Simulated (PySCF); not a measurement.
```xyz
20

C     -3.7386    -0.5074     0.0079
C     -2.7491     0.3920     0.1029
C     -1.3031     0.1348     0.0090
C     -0.7611    -1.1435    -0.2236
C      0.6159    -1.3207    -0.3006
C      1.5192    -0.2514    -0.1381
Si     3.3761    -0.5807    -0.1591
C      0.9715     1.0300     0.0803
S      2.0872     2.4234     0.2100
C     -0.4149     1.2134     0.1438
H     -3.5518    -1.5720    -0.1567
H     -4.7837    -0.2016     0.0938
H     -3.0174     1.4414     0.2700
H     -1.4201    -2.0048    -0.3442
H      1.0083    -2.3258    -0.4776
H      4.0758     0.2523    -1.1794
H      3.5654    -2.0206    -0.5017
H      3.9863    -0.3098     1.1735
H      1.3536     3.1336     1.0961
H     -0.8196     2.2174     0.2939
```

Charge 0, multiplicity 1.

Question: Give the Mulliken and meta-Löwdin atomic charges from ωB97X-D3(BJ)/def2-TZVP // B3LYP-D3(BJ)/def2-SVP in PySCF.

Answer: 
```csv
atom,Mulliken (e),meta-Löwdin (e)
C1,-0.24,-0.24
C2,-0.20,-0.10
C3,0.29,0.03
C4,-0.24,-0.12
C5,-0.14,-0.09
C6,-0.10,-0.25
Si7,0.23,0.51
C8,0.12,-0.05
S9,-0.17,-0.03
C10,-0.33,-0.13
H11,0.12,0.11
H12,0.13,0.12
H13,0.11,0.11
H14,0.11,0.11
H15,0.12,0.12
H16,-0.03,-0.10
H17,-0.05,-0.11
H18,-0.03,-0.10
H19,0.15,0.09
H20,0.12,0.11
```
